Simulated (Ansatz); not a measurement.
Zr₃O₁₂H₁₂, a hydroxylated oxide cluster. Total charge 0; singlet. Geometry PBE-D4/def2-SVP; atoms count from 1.

```xyz
27

Zr   -0.1055   -1.6271    1.1392
Zr    1.7362    0.7650   -1.0065
Zr   -1.7868    1.2555   -0.2469
O     2.9201    2.2452   -0.4436
O     1.5220    0.8562   -2.9791
O    -0.0449    2.2285   -0.7702
O     2.7799   -0.8726   -0.9380
O     1.0174    0.2256    1.0843
O    -2.5852    2.7379    0.7047
O    -0.3515   -0.4058   -0.8578
O    -2.9952    0.8667   -1.7089
O    -1.8988   -0.1335    1.2771
O     1.5535   -2.6753    0.6661
O    -1.3608   -2.9582    0.4348
O    -0.2204   -1.7327    3.0952
H     3.8670    2.4283   -0.3525
H     1.8555    0.2424   -3.6531
H     0.1985    3.1637   -0.6534
H     2.5929   -1.6565   -0.3555
H     1.5187    0.5298    1.8611
H    -2.9275    3.4839    1.2150
H    -0.6027   -0.8913   -1.6662
H    -3.6617    1.0887   -2.3735
H    -2.2392   -0.0052    2.1800
H     1.5503   -3.6043    0.3788
H    -2.2042   -3.2729    0.0831
H    -0.1277   -2.2818    3.8858
```

In the def2 sets Zr takes a core potential; there is no spin–orbit coupling. Single mean-field runs in def2-TZVP are fitted with def2-universal-jkfit.

Q: Estimate the Mulliken populations from the PBE0/def2-TZVP orbitals of Ansatz.

A: 
```tsv
atom	charge (e)	d electrons
Zr1	1.78	1.64
Zr2	1.68	1.69
Zr3	1.85	1.66
O4	-0.78	–
O5	-0.74	–
O6	-0.82	–
O7	-0.70	–
O8	-0.85	–
O9	-0.75	–
O10	-0.94	–
O11	-0.75	–
O12	-0.82	–
O13	-0.80	–
O14	-0.75	–
O15	-0.77	–
H16	0.33	–
H17	0.32	–
H18	0.37	–
H19	0.36	–
H20	0.36	–
H21	0.33	–
H22	0.39	–
H23	0.34	–
H24	0.37	–
H25	0.34	–
H26	0.32	–
H27	0.33	–
```
Mulliken values depend strongly on the basis.

Q: And the Mayer bond orders between heavy atoms (over 0.3)?

A: Zr1–O8 0.46 (2.17 Å); Zr1–O13 0.81 (2.02 Å); Zr1–O14 0.95 (1.96 Å); Zr1–O15 0.93 (1.96 Å); Zr2–O4 0.92 (1.98 Å); Zr2–O5 0.97 (1.99 Å); Zr2–O7 1.12 (1.94 Å); Zr2–O8 0.33 (2.28 Å); Zr3–O6 0.62 (2.06 Å); Zr3–O9 0.98 (1.93 Å); Zr3–O10 0.30 (2.28 Å); Zr3–O11 0.95 (1.94 Å); Zr3–O12 0.61 (2.07 Å).
